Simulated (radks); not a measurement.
The numbers below are computed, except where a source is named.
Problem. Sm LIV, configuration [He] 2s1 2p5 3p1 (not the ground configuration). Level of theory: Dirac Kohn-Sham, BLYP, spin-unpolarised, spherical densities, finite nucleus; open shells are shared between the two j in proportion to 2j + 1; Fermi nuclear charge, rms radius 5.0819 fm (a radial shooting solver on a logarithmic mesh with Libxc functionals).

Spin-orbit splittings of the eigenvalues, e(l+1/2) - e(l-1/2), with zeta = 2 splitting/(2l+1) and mean radii in bohr:

| shell | occ. | splitting (eV) | zeta (eV) | <r> j=l-1/2 | <r> j=l+1/2 |
|---|---|---|---|---|---|
| 2p | 5 | 645.1 | 430.0 | 0.07819 | 0.08437 |
| 3p | 1 | ? | ? | 0.2088 | 0.2178 |

Estimate the 3p splitting.

Solution. 177.5 eV (zeta = 118.3 eV).
